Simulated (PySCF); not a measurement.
## Structure revision by computed shifts

A compound C4H8O3 gives the data below (simulated from a calculation) and was assigned the structure `COCCC(=O)O`.

¹³C{¹H} NMR (computed): δ 186.6 (C), 70.5 (CH), 54.3 (CH3), 25.7 (CH3).

¹H NMR (500 MHz, computed): δ 4.33 (q, 1H), 4.01 (s, 3H), 2.59 (br s, 1H), 1.32 (d, 3H).

Equivalent nuclei averaged, a single conformation, no solvent model, no relativistic terms. Geometry: GFN2-xTB; PBE0/pcSseg-1 with gauge-including orbitals; PySCF 2.14.0 with density-fitted response routines.

Scale: ¹H (σ = 31.72 ppm) and ¹³C (σ = 186.93 ppm) vs TMS (reference shieldings calculated alike).

Task: Compare with the shifts computed for the proposed structure, pairing carbons in order of shift.

Result: Mapped SMILES: `[CH3:1][O:2][CH2:3][CH2:4][C:5](=[O:6])[OH:7]`. Hydrogens are named by the atom that carries them.

| atom | computed for proposal | given list | difference |
| --- | --- | --- | --- |
| C5 | 176.4 | 186.6 | -10.2 |
| C3 | 72.6 | 70.5 | +2.1 |
| C1 | 61.6 | 54.3 | +7.3 |
| C4 | 36.0 | 25.7 | +10.3 |

The rms difference is 8.2 ppm and the largest +10.3 ppm at C4 (sp3 CH2 α to a carbonyl). The carbon types in order of shift don't match either: C, CH2, CH3, CH2 for the proposal against C, CH, CH3, CH3 in the data. The proposal doesn't fit.

Task: Which isomer fits?

Result: `COC(=O)[C@H](C)O`.

- Carbon types of the structure: 1 × C, 1 × CH, 2 × CH3, leaving 1 H on heteroatoms.
- δC 186.6: ester carbonyl carbon; it is a carbonyl in resonance with an O or N lone pair, the region of acids, esters and amides.
- δC 70.5: sp3 CH bonded to O, α to a carbonyl; pulled downfield by the heteroatom.
- δH 4.33: hydrogen on an sp3 CH bonded to O, α to a carbonyl; its carbon carries O, an electronegative neighbour.
- δH 2.59: hydrogen on an alcohol oxygen; exchangeable; this is the value without hydrogen bonding to other molecules.

The data come from this structure; uniqueness wasn't tested.

OH/NH shifts are gas-phase values; hydrogen bonding in solution moves them, usually downfield. Shifts are as computed. Against solution values, carbons near 30 ppm lie about +3 ppm off and those near 130 ppm about +5 ppm. Of 1211 compounds with measured shifts, 218 miss one by over three times the rms of a fit or turn the order of signals round; such compounds aren't used in these exercises. No couplings were computed; multiplicities are counted from neighbouring protons, with m where these are inequivalent, close in shift, in a saturated or five-membered ring or joined by F or P, and br s for small geminal =CH2 splittings.
